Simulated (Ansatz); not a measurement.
Basis sets compared for the cluster KNa₄⁺. Charge 1, multiplicity 1. Geometry PBE/def2-SVP. Ansatz on 4 threads of Arm Neoverse V2 on a shared host; times are rough, and most runs start from earlier orbitals.

Cartesian coordinates in Å:
```
Na 0.0672 0.0271 -0.0207
Na 0.3611 2.3170 2.7519
Na 2.4317 2.8153 0.3079
Na -2.0764 -2.6661 0.2542
K -0.7837 -2.4932 -3.2934
```

The restricted singlet is unstable towards broken spin symmetry in Hartree–Fock (as tested in another run); at PBE/def2-SVP, PBE/def2-TZVP, PBE0/def2-SVP, PBE0/def2-TZVP this wasn't settled. The structure comes from a short search, and lower isomers may exist.

```tsv
level	functions	energy (Eh)	HOMO (eV)	LUMO (eV)	wall time
PBE/def2-SVP	84	-1247.9692	-5.87	-4.76	1.1 s
PBE0/def2-SVP	84	-1248.0759	-6.26	-4.27	1.6 s
```

**Question.** Estimate the rows for PBE/def2-TZVP (with forces), PBE0/def2-TZVP.

**Answer.** 
```csv
level,functions,energy (Eh),HOMO (eV),LUMO (eV),wall time
PBE/def2-TZVP (with forces),161,-1248.2871,-5.90,-4.80,1.9 s
PBE0/def2-TZVP,161,-1248.3901,-6.29,-4.29,2.8 s
```
